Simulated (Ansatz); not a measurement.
`CC[SiH](C)C[SiH](C)C[SiH](C)C[SiH](C)C` with charge +1. The state is a doublet with charge 1. Geometry PBE-D4/def2-SVP; atoms count from 1.

```xyz
44

C    -0.526   -5.623   -0.562
C     0.200   -5.309    0.735
Si    1.305   -3.721    0.732
C     2.570   -3.747   -0.650
C     0.050   -2.282    0.514
Si    0.924   -0.631    0.965
C     1.215   -0.469    2.808
C    -0.346    0.668    0.336
Si    0.671    2.288    0.111
C     1.416    2.332   -1.610
C    -0.530    3.721    0.518
Si   -1.524    4.349   -0.990
C    -2.582    5.797   -0.378
C    -2.591    2.960   -1.686
H    -1.320   -4.884   -0.789
H     0.160   -5.677   -1.431
H    -1.028   -6.614   -0.490
H     0.975   -6.074    0.983
H    -0.483   -5.231    1.606
H     1.962   -3.610    2.079
H     3.220   -4.642   -0.557
H     2.086   -3.777   -1.647
H     3.230   -2.857   -0.611
H    -0.305   -2.283   -0.538
H    -0.830   -2.400    1.181
H     2.199   -0.522    0.178
H     0.268   -0.594    3.371
H     1.637    0.526    3.053
H     1.933   -1.234    3.166
H    -0.806    0.381   -0.631
H    -1.148    0.758    1.097
H     1.778    2.306    1.136
H     0.644    2.263   -2.402
H     1.971    3.282   -1.757
H     2.137    1.500   -1.747
H     0.120    4.521    0.940
H    -1.233    3.423    1.324
H    -0.546    4.823   -2.030
H    -3.143    6.207   -1.244
H    -3.308    5.462    0.390
H    -1.954    6.602    0.049
H    -3.253    2.534   -0.905
H    -1.976    2.139   -2.109
H    -3.237    3.337   -2.505
```

Single mean-field runs in def2-TZVP are fitted with def2-universal-jkfit.

Problem. Estimate the Mulliken populations of the heavy atoms from the PBE0/def2-TZVP orbitals of Ansatz.

Solution. 
```csv
atom,charge (e),spin (α − β)
C1,-0.39,0.00
C2,-0.27,0.14
Si3,0.25,0.05
C4,-0.48,0.00
C5,-0.37,0.26
Si6,0.21,0.04
C7,-0.45,0.00
C8,-0.34,0.27
Si9,0.22,0.04
C10,-0.46,0.01
C11,-0.40,0.12
Si12,0.23,0.01
C13,-0.46,0.03
C14,-0.48,0.00
```
Mulliken values depend strongly on the basis.

Problem. Where does the spin sit?

Solution. Summed by element: C 0.84, Si 0.14, H 0.02, of 1 unpaired in all. Largest on single atoms: C8 0.27, C5 0.26, C2 0.14.

Problem. And the Mayer bond orders between heavy atoms (over 0.3)?

Solution. C1–C2 0.99 (1.52 Å); C2–Si3 0.91 (1.94 Å); Si3–C4 1.03 (1.87 Å); Si3–C5 0.83 (1.92 Å); C5–Si6 0.87 (1.92 Å); Si6–C7 1.05 (1.87 Å); Si6–C8 0.86 (1.92 Å); C8–Si9 0.82 (1.93 Å); Si9–C10 1.03 (1.88 Å); Si9–C11 0.92 (1.91 Å); C11–Si12 0.90 (1.91 Å); Si12–C13 1.02 (1.90 Å); Si12–C14 1.00 (1.89 Å).
